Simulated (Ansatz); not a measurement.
`[F][Sn]([F])([SiH3])[Cl]` + `[CH3][Al]([OH])[OH]` → `[CH3][Sn]([F])([F])[Cl]` + `[OH][Al]([OH])[SiH3]`  (redistribution)

Computed with Ansatz on PBE0-D4/def2-TZVP structures; ΔE is electronic, products minus reactants. CCSD(T)/CBS is the MP2 limit (def2-TZVPP, def2-QZVPP) plus CCSD(T) − MP2 in def2-TZVPP, frozen cores. Elements past krypton have def2 core potentials. For Sn outer-core shells are correlated without core-valence functions, which leaves a few kJ/mol of doubt a bond. Each species was taken in one conformer, which may not be the lowest.

```csv
species,CCSD(T)/CBS(def2) energy (Eh)
`[F][Sn]([F])([SiH3])[Cl]`,-1164.39080
`[CH3][Al]([OH])[OH]`,-433.56011
`[CH3][Sn]([F])([F])[Cl]`,-913.37402
`[OH][Al]([OH])[SiH3]`,-684.56481
```

Q: Work out ΔE.

A: ΔE = (-913.37402) + (-684.56481) − (-1164.39080) − (-433.56011) = 0.01208 Eh = +31.7 kJ/mol.

Largest T1 diagnostic among the species: 0.014.

Leaving LDA and LC-ωPBE aside and taking each functional with its dispersion term where it has one, the values, not all of them listed here, spread over 8.6 kJ/mol, from PBE-QIDH to BLYP-D4.
